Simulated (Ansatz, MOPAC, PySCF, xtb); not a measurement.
Bond stretch in GeH, doublet.

Levels of theory: UKS-M06-2X/6-31G* = unrestricted M06-2X/6-31G*, spherical d (PySCF 2.14.0); PM3, unrestricted, heats of formation (MOPAC); GFN1-xTB (xtb); FCI = full CI/cc-pVDZ, cores with 3d frozen run with Ansatz (a quantum-chemistry and plane-wave program).

Energies relative to the lowest point of each curve near equilibrium, in mEh; the last columns give the difference from FCI:

```csv
R / Å,UKS-M06-2X/6-31G*,PM3,GFN1-xTB,FCI,UKS-M06-2X/6-31G* − FCI,PM3 − FCI,GFN1-xTB − FCI
1.19,83.4,35.1,74.5,83.0,0.4,-48.0,-8.5
1.28,43.9,22.0,31.2,43.7,0.2,-21.7,-12.5
1.35,24.1,13.7,13.6,24.1,0.1,-10.3,-10.5
1.42,11.4,7.2,4.4,11.4,0.0,-4.2,-7.0
1.52,2.1,1.3,0.0,2.2,0.0,-0.8,-2.1
1.55,0.9,0.5,0.0,0.9,0.0,-0.4,-0.9
1.60,0.0,0.0,0.9,0.0,0.0,0.0,0.9
1.63,0.1,0.3,2.0,0.1,0.0,0.2,1.9
1.69,1.5,2.1,4.9,1.4,0.1,0.7,3.5
1.77,5.2,6.4,10.3,4.9,0.3,1.5,5.4
1.88,12.7,14.3,19.5,12.1,0.6,2.2,7.4
1.97,20.2,21.0,27.7,19.1,1.1,1.9,8.6
2.15,36.9,31.7,44.3,34.2,2.7,-2.5,10.1
2.44,63.9,54.3,69.4,57.1,6.9,-2.8,12.3
2.64,77.5,61.2,85.1,69.9,7.6,-8.7,15.2
2.83,86.0,66.4,98.4,79.4,6.6,-13.0,19.0
3.21,95.1,71.9,120.4,91.0,4.1,-19.1,29.4
3.59,99.0,73.8,137.1,95.9,3.1,-22.2,41.1
3.88,—,74.3,146.9,97.5,—,-23.2,49.4
4.29,—,74.6,—,98.5,—,-23.9,—
4.82,—,74.7,—,98.9,—,-24.2,—
5.69,—,—,—,99.0,—,—,—
6.43,—,—,—,99.0,—,—,—
```

UKS-M06-2X/6-31G* is furthest from FCI at 2.64 (7.6 mEh, above); its mean absolute difference over the points is 1.9 mEh.

PM3 is furthest from FCI at 1.19 (-48.0 mEh, below); its mean absolute difference over the points is 11.0 mEh.

GFN1-xTB is furthest from FCI at 3.88 (49.4 mEh, above); its mean absolute difference over the points is 12.9 mEh.

Dashes: no converged value, or the column stops at the first point that the program doubted or that broke a chosen test of continuity, which isn't proof of a fault.

The unrestricted determinant behind UKS-M06-2X/6-31G* is spin-contaminated at 2.44 to 6.43 Å (<S²> up to 1.8, against 0.75 for a pure doublet).
